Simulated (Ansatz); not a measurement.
Reaction (redistribution): `C[N](C)[Ge][Cl]` + `[NH2][Ga]([Br])[Br]` → `[NH2][Ge][Cl]` + `C[N](C)[Ga]([Br])[Br]`

Computed with Ansatz on PBE0-D4/def2-TZVP structures; ΔE is electronic, products minus reactants. CCSD(T)/CBS is the MP2 limit (def2-TZVPP, def2-QZVPP) plus CCSD(T) − MP2 in def2-TZVPP, frozen cores. DFT in def2-TZVPP. B3LYP here is the variant with VWN-RPA as its local correlation; programs differ in this. HSE06 is defined as in plane-wave codes. For Br, Ga, Ge outer-core shells are correlated without core-valence functions, which leaves a few kJ/mol of doubt a bond. Scalar relativity is left out up to krypton. Each species was taken in one conformer, which may not be the lowest.

| level | ΔE (kJ/mol) | difference from CCSD(T)/CBS |
| --- | --- | --- |
| LDA (SPW92) | 9.2 | 2.1 |
| PBE-D4 | 7.6 | 0.5 |
| revPBE-D4 | 8.5 | 1.4 |
| r2SCAN-D4 | 8.0 | 0.9 |
| PBE0-D4 | 6.8 | -0.3 |
| B3LYP-D4 | 6.4 | -0.7 |
| r2SCANh-D4 | 7.6 | 0.5 |
| r2SCAN0-D4 | 7.1 | 0.0 |
| HSE06-D4 | 6.8 | -0.3 |
| BHLYP-D4 | 4.8 | -2.3 |
| CAM-B3LYP-D4 | 5.6 | -1.5 |
| ωB97X-V | 4.7 | -2.4 |
| B2PLYP | 7.7 | 0.6 |
| PBE-QIDH | 7.6 | 0.5 |
| PBE | 8.2 | 1.1 |
| revPBE | 8.1 | 1.0 |
| BLYP | 8.0 | 0.9 |
| r2SCAN | 8.4 | 1.3 |
| PBE0 | 7.5 | 0.4 |
| B3LYP | 7.3 | 0.2 |
| r2SCANh | 8.1 | 1.0 |
| r2SCAN0 | 7.5 | 0.4 |
| HSE06 | 7.5 | 0.4 |
| BHLYP | 5.9 | -1.2 |
| CAM-B3LYP | 6.5 | -0.6 |
| LC-ωPBE | 6.2 | -0.9 |
| RPA@PBE/def2-TZVPP | 5.0 | -2.1 |
| HF/def2-SVP | 4.5 | -2.6 |
| MP2/def2-SVP | 9.3 | 2.2 |
| CCSD/def2-SVP | 6.6 | -0.5 |
| MP2/def2-TZVPP | 8.1 | 1.0 |
| SCS-MP2/def2-TZVPP | 7.0 | -0.1 |
| CCSD/def2-TZVPP | 5.1 | -2.0 |
| CCSD(T)/def2-TZVPP | 6.6 | -0.5 |
| HF/def2-QZVPP | 3.3 | -3.8 |
| MP2/def2-QZVPP | 8.4 | 1.3 |
| SCS-MP2/def2-QZVPP | 7.2 | 0.1 |
| HF/CBS(def2) | 3.3 | -3.8 |
| MP2/CBS(def2) | 8.6 | 1.5 |
| CCSD/CBS(def2) | 5.6 | -1.5 |
| CCSD(T)/CBS | 7.1 | 0 |

Largest T1 diagnostic among the species: 0.014.

In def2-TZVPP, CCSD(T) changes the Hartree–Fock value by +3.2 kJ/mol (the triples alone add +1.5 kJ/mol) and MP2 by +4.7 kJ/mol. Leaving LDA and LC-ωPBE aside and taking each functional with its dispersion term where it has one, the values spread over 3.7 kJ/mol, from ωB97X-V to revPBE-D4.
